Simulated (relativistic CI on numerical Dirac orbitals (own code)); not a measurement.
## Slater and spin-orbit integrals, Xe38+

These numbers are calculated, not measured: Dirac-Coulomb-Breit CI, orbitals from a KLI potential per configuration, model QED (radiative potential, 1s self-energy scaled to tabulated hydrogen-like ionisation energies), unscaled Slater integrals (own radial code, finite nucleus).

Slater integrals F^k, G^k are unscaled and averaged over j, outside the closed core [Ne]; ζ comes from projecting the Hamiltonian with its Breit term on Σ l·s of the shell.

- 3s²3p⁴: F^2(3p,3p) = 366890, ζ(3p) = 426190 cm⁻¹; <r>(3p) = 0.2692, <r^2>(3p) = 0.08366 (bohr units).
- 3s3p⁵: G^1(3s,3p) = 462920, ζ(3p) = 426030 cm⁻¹; <r>(3s) = 0.2773, <r^2>(3s) = 0.08758, <r>(3p) = 0.2694, <r^2>(3p) = 0.08378 (bohr units).
- 3s²3p³3d: F^2(3p,3p) = 366540, ζ(3p) = 425660, F^2(3p,3d) = 368750, G^1(3p,3d) = 386670, G^3(3p,3d) = 260500, ζ(3d) = 56780 cm⁻¹; <r>(3p) = 0.2695, <r^2>(3p) = 0.08383, <r>(3d) = 0.2383, <r^2>(3d) = 0.06558 (bohr units).

Averages of the first 10 configurations, taken without configuration mixing, which lowers the lowest level and can move excited configurations by several eV; other configurations of the list can lie among them:

```
Configuration  Parity  States  Average energy above the lowest level (eV)
       3s²3p⁴    even      15                                        62.4
        3s3p⁵     odd      12                                       241.8
     3s²3p³3d     odd     200                                       261.5
          3p⁶    even       1                                       437.1
      3s3p⁴3d    even     300                                       434.1
        3p⁵3d     odd      60                                       622.6
     3s3p³3d²     odd    1800                                       632.5
   3s²3p²3d4p     odd     900                                      1550.8
        3p⁵4s     odd      12                                      1647.4
    3s3p³3d4s     odd     800                                      1648.3
```
